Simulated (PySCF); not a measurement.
**Assigning NMR signals**

Geometry:
```tsv
atom	x (Å)	y (Å)	z (Å)
C1	2.154	-1.013	-0.100
O2	1.392	0.106	-0.467
Si3	-0.209	0.287	-0.090
C4	-1.210	-1.107	-0.837
C5	-0.700	1.926	-0.820
C6	-0.436	0.286	1.767
H7	3.168	-0.884	-0.485
H8	2.216	-1.126	0.989
H9	1.747	-1.941	-0.520
H10	-2.276	-0.960	-0.642
H11	-0.931	-2.077	-0.417
H12	-1.069	-1.154	-1.919
H13	-0.562	1.929	-1.904
H14	-1.751	2.145	-0.612
H15	-0.096	2.735	-0.401
H16	-0.149	-0.672	2.211
H17	0.167	1.068	2.234
H18	-1.482	0.467	2.029
```

Theoretical values (PySCF 2.14): structure optimised with PBE0-D3(BJ)/def2-TZVP, GIAO B97-2/pcSseg-2 shieldings. One conformer, one averaged value for each set of equivalent atoms, non-relativistic Hamiltonian, isolated molecule.

δ = σ(ref) − σ, references computed at the same level: 13C (σref 185.38) and 1H (σref 31.64) against TMS.

Problem. Assign these signals to the numbered atoms. 13C{1H} NMR (computed): δ 53.1 (CH3), -1.6 (CH3).

Solution. 
| δ (ppm) | atoms | environment | reason |
| --- | --- | --- | --- |
| 53.1 | C1 | methyl carbon bonded to O | the inductive effect lowers its shielding |
| -1.6 | C4/C5/C6 | methyl carbon bonded to Si | an electropositive neighbour leaves it electron-rich and shielded |

Problem. Assign these signals to the numbered atoms. 1H NMR (400 MHz, computed): δ 3.50 (s, 3H), 0.07 (s, 9H).

Solution. 
| δ (ppm) | atoms | environment | reason |
| --- | --- | --- | --- |
| 3.50 | H7/H8/H9 | hydrogen on a methyl carbon bonded to O | its carbon carries O, hence the downfield position |
| 0.07 | H10/H11/H12/H13/H14/H15/H16/H17/H18 | hydrogen on a methyl carbon bonded to Si | an electropositive neighbour shields it, as in TMS itself |

Shifts are as computed. Against solution values, carbons near 30 ppm lie about +3 ppm off and those near 130 ppm about +7 ppm. Of 1211 compounds with measured shifts, 218 miss one by over three times the rms of a fit or turn the order of signals round; such compounds aren't used in these exercises. No couplings were computed; multiplicities are counted from neighbouring protons, with m where these are inequivalent, close in shift, in a saturated or five-membered ring or joined by F or P, and br s for small geminal =CH2 splittings.
